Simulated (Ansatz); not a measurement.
Consider the ligand exchange at a B–C bond: `BCC[SiH2]C` + `OCS` → `BSCO` + `CC[SiH2]C`.

Computed with Ansatz on PBE0-D4/def2-TZVP structures; ΔE is electronic, products minus reactants. CBS: MP2 limit from def2 TZ/QZ plus the TZ coupled-cluster correction, frozen cores. Functionals use def2-TZVPP. B3LYP here is the variant with VWN-RPA as its local correlation; programs differ in this. Each species was taken in one conformer, which may not be the lowest.

```csv
level,ΔE (kcal/mol),difference from CCSD(T)/CBS
PBE-D4,-30.2,-2.4
r2SCAN-D4,-29.7,-1.9
PBE0-D4,-28.8,-1.0
B3LYP-D4,-28.4,-0.6
ωB97X-V,-27.0,0.8
ωB97M-V,-27.3,0.5
B2PLYP,-28.5,-0.7
PBE,-30.1,-2.3
r2SCAN,-29.8,-2.0
PBE0,-28.8,-1.0
B3LYP,-28.3,-0.5
HF/def2-TZVPP,-24.8,3.0
MP2/def2-TZVPP,-28.8,-1.0
SCS-MP2/def2-TZVPP,-27.8,0.0
CCSD/def2-TZVPP,-27.0,0.8
CCSD(T)/def2-TZVPP,-28.1,-0.3
HF/def2-QZVPP,-24.5,3.3
MP2/def2-QZVPP,-28.5,-0.7
SCS-MP2/def2-QZVPP,-27.5,0.3
HF/CBS(def2),-24.4,3.4
MP2/CBS(def2),-28.4,-0.6
CCSD/CBS(def2),-26.7,1.1
CCSD(T)/CBS,-27.8,0
```

Largest T1 diagnostic among the species: 0.014.

In def2-TZVPP, CCSD(T) changes the Hartree–Fock value by −3.4 kcal/mol (the triples alone add −1.1 kcal/mol) and MP2 by −4.0 kcal/mol. From PBE to PBE0 (25 % exact exchange), in def2-TZVPP and without D4, ΔE moves by +1.3 kcal/mol.
